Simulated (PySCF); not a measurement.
## Correlation energy of Hf⁵⁹⁺ (hafnium, charge +59)

[Ne] 3s2 3p1, 2P determinant. Calculation: PySCF 2.14, in an even-tempered Gaussian basis (16 s from 15 bohr⁻², ratio 2.5; 10 p from 20 bohr⁻², ratio 2.5; 4 d from 76 bohr⁻², ratio 2.7; 4 f from 110 bohr⁻², ratio 2.7); no relativity, point nucleus. Frozen: 1s2; 11 electrons correlated; the 17 highest virtual orbitals of each spin left out.

```tsv
level	correlation energy (mhartree)
CCSD	-574.20
(T)	-1.71
CCSD(T)	-575.91
```

Diagnostics: T1 = 0.00081, D1 = 0.0035, largest double amplitude 0.084.

A non-relativistic calculation at this Z misses sizeable relativistic shifts. Spin-orbit coupling, absent here, splits the open shell strongly.

Cost of the coupled-cluster step: roughly 14 core-seconds, for 11 correlated electrons.

Iterations:

```
CC2 = 0
CCSD nocc = (np.int64(6), np.int64(5)), nmo = (76, 76)
frozen orbitals [[0, 77, 78, 79, 80, 81, 82, 83, 84, 85, 86, 87, 88, 89, 90, 91, 92, 93], [0, 77, 78, 79, 80, 81, 82, 83, 84, 85, 86, 87, 88, 89, 90, 91, 92, 93]]
max_cycle = 100
direct = 0
conv_tol = 1e-08
conv_tol_normt = 1e-06
diis_space = 8
diis_start_cycle = 0
Init t2, MP2 energy = -0.514647532020456
Init E_corr(UCCSD) = -0.514647532023094
cycle = 1  E_corr(UCCSD) = -0.554207794856298  dE = -0.0395602628  norm(t1,t2) = 0.0267683
cycle = 2  E_corr(UCCSD) = -0.56720059158391  dE = -0.0129927967  norm(t1,t2) = 0.00958107
cycle = 3  E_corr(UCCSD) = -0.574245274155927  dE = -0.00704468257  norm(t1,t2) = 0.00348515
cycle = 4  E_corr(UCCSD) = -0.574194608480255  dE = 5.06656757e-05  norm(t1,t2) = 8.41856e-05
cycle = 5  E_corr(UCCSD) = -0.574198159351246  dE = -3.55087099e-06  norm(t1,t2) = 3.3736e-06
cycle = 6  E_corr(UCCSD) = -0.574197103445942  dE = 1.0559053e-06  norm(t1,t2) = 4.51998e-07
cycle = 7  E_corr(UCCSD) = -0.574197239367335  dE = -1.35921393e-07  norm(t1,t2) = 1.01856e-07
cycle = 8  E_corr(UCCSD) = -0.574197270436451  dE = -3.10691154e-08  norm(t1,t2) = 3.77671e-08
cycle = 9  E_corr(UCCSD) = -0.574197283943574  dE = -1.35071233e-08  norm(t1,t2) = 2.30883e-08
cycle = 10  E_corr(UCCSD) = -0.574197319714279  dE = -3.57707047e-08  norm(t1,t2) = 1.66899e-08
cycle = 11  E_corr(UCCSD) = -0.574197314302115  dE = 5.41216327e-09  norm(t1,t2) = 1.36761e-09
UCCSD converged
E(UCCSD) = -10420.31079862241  E_corr = -0.5741973143021153
UCCSD(T) correction = -0.00171177620530855
```

At this charge a non-relativistic calculation is a model, useful for the Z dependence of the correlation energy.
